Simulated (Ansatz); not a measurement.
System: C4H4NS, charge -1, multiplicity 1. It need not be the lowest isomer of its formula. Whether it binds its extra electron was not tested at this geometry. 
Structure (B3LYP-D3(BJ)/def2-TZVP (Ansatz, a first-principles code) minimum search):
SMILES: c1cc(N)[c-]s1
```xyz
10

N     -2.1918    -0.7423    -0.6729
C     -0.8738    -0.2993    -0.2558
C     -0.6132     1.0114     0.1013
S      1.0873     1.0469     0.4475
C      1.3985    -0.6372     0.1426
C      0.2209    -1.2211    -0.2438
H     -2.7811     0.0845    -0.6380
H     -2.5718    -1.3909     0.0129
H      2.3700    -1.1037     0.2352
H      0.1335    -2.2666    -0.5261
```
Charge -1, spin multiplicity 1.

Total electronic energies in hartree. Cores are frozen in the correlated levels unless marked. Spin-orbit coupling is left out. Non-relativistic unless marked X2C. CBS(X,Y): correlation extrapolated as X^-3; Hartree-Fock from the larger set.

The Hartree-Fock reference is unstable (checked in the largest basis), which strains HF and MP2. 

```csv
level,program,energy (Eh)
HF/6-31G,Ansatz,-605.53268
revPBE/def2-TZVPD,Ansatz,-607.71103
B3LYP/def2-TZVPD,Ansatz,-607.85375
r2SCANh/def2-TZVPD,Ansatz,-607.67571
r2SCAN0/def2-TZVPD,Ansatz,-607.65544
B2GP-PLYP-D3(BJ)/def2-TZVPD,Ansatz + dftd3,-607.44639
B2PLYP-D3(BJ)/def2-TZVPD,Ansatz + dftd3,-607.53674
X2C-CCSD(T)/cc-pVTZ-DK,Ansatz,-608.07200
"CCSD(T)/CBS(aug-cc-pV(T+d)Z,aug-cc-pV(Q+d)Z)",Ansatz,-607.0452
```

Totals of different functionals don't rank their quality; only differences between species are comparable.
